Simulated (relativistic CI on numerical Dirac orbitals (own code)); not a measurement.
**Ligand-field terms of d7**

Computed with a parametric ligand-field model of a d^n configuration (Racah B and C, spin-orbit zeta, crystal field), exact diagonalisation.

Field parameters in Wybourne normalisation: Oh B⁴₀ = 21Dq, B⁴₄ = √(5/14) B⁴₀. The field is a parameter set, without covalency.

Problem. Ground term and bands for B = 700, C = 2630, ζ = 0 cm⁻¹, Oh, 10Dq = 11900 cm⁻¹?

Solution. Ground term 4T1 with 2.05 electrons in the two orbitals of the cubic e set. Spin-allowed: 4T2 10722 cm⁻¹ (933 nm), 4T1 20045 cm⁻¹ (499 nm), 4A2 22622 cm⁻¹ (442 nm). Lowest spin-forbidden: 2E 1075 cm⁻¹, 2T1 11424 cm⁻¹ (875 nm), 2T2 11832 cm⁻¹ (845 nm).

Problem. A d7 ion in Oh symmetry has the ground term 4T1 and bands at 2E 574 cm⁻¹, 2T1 19073 cm⁻¹ (524 nm), 4T2 19460 cm⁻¹ (514 nm), 2T2 19955 cm⁻¹ (501 nm), 4T1 33021 cm⁻¹ (303 nm), 4A2 40810 cm⁻¹ (245 nm). Which parameters reproduce them?

Solution. B = 1030, C = 4660, ζ = 0 cm⁻¹, Oh, 10Dq = 21350 cm⁻¹.

Problem. Ground term and bands for B = 830, C = 2930, ζ = 0 cm⁻¹, Oh, 10Dq = 34450 cm⁻¹?

Solution. Ground term 2E with 1.02 electrons in the two orbitals of the cubic e set. Spin-allowed: 2T1 32209 cm⁻¹ (310 nm), 2T2 32857 cm⁻¹ (304 nm), 2T1 38027 cm⁻¹ (263 nm), 2T2 51042 cm⁻¹ (196 nm). Lowest spin-forbidden: 4T1 19606 cm⁻¹ (510 nm), 4T2 52150 cm⁻¹ (192 nm), 4T1 62693 cm⁻¹ (160 nm).

Problem. A d7 ion in Oh symmetry has the ground term 4T1 and bands at 2E 1762 cm⁻¹, 4T2 5782 cm⁻¹ (1730 nm), 2T1 7149 cm⁻¹ (1399 nm), 2T2 7465 cm⁻¹ (1340 nm), 4T1 10564 cm⁻¹ (947 nm), 4A2 12182 cm⁻¹ (821 nm). Which parameters reproduce them?

Solution. B = 360, C = 1780, ζ = 0 cm⁻¹, Oh, 10Dq = 6400 cm⁻¹.

Problem. A d7 ion in Oh symmetry has the ground term 4T1 and bands at 2E 958 cm⁻¹, 2T1 17768 cm⁻¹ (563 nm), 4T2 17797 cm⁻¹ (562 nm), 2T2 18624 cm⁻¹ (537 nm), 4T1 29893 cm⁻¹ (335 nm), 4A2 37297 cm⁻¹ (268 nm). Which parameters reproduce them?

Solution. B = 920, C = 4410, ζ = 0 cm⁻¹, Oh, 10Dq = 19500 cm⁻¹.
